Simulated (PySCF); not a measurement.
Si(H)(F)2(NHSiH3) (F2H5NSi2), SMILES F[SiH](F)N[SiH3]. Atoms are numbered in the order given.

```xyz
10

Si     0.8605    -0.2875     0.0000
F      1.7652     0.1274    -1.2710
F      1.7652     0.1274     1.2710
N     -0.6183     0.5597     0.0000
Si    -2.2464    -0.0833     0.0000
H      0.6321    -1.7426     0.0000
H     -0.5443     1.5757     0.0000
H     -3.0044     0.3585     1.2089
H     -3.0044     0.3585    -1.2089
H     -2.1235    -1.5689     0.0000
```

Geometry: PBE0-D3(BJ)/def2-SVP. Other conformers were not sampled.

Method: M06-2X/def2-TZVP (PySCF).

Gas-phase values at a fixed geometry.

```yaml
total_energy: -836.62772 hartree
point_group: Cs
highest_occupied_level: -9.69 eV
lowest_empty_level: 0.69 eV
orbital_gap: 10.38 eV
dipole_moment: 2.13 D
quadrupole, principal values (traceless, Buckingham form, about the centre of nuclear charge): -4.38, -3.72, 8.09 D·Å
mean_static_polarisability: 53.5 bohr³ (7.92 Å³)
polarisability_principal_values: 48.8, 50.1, 61.5 bohr³
```
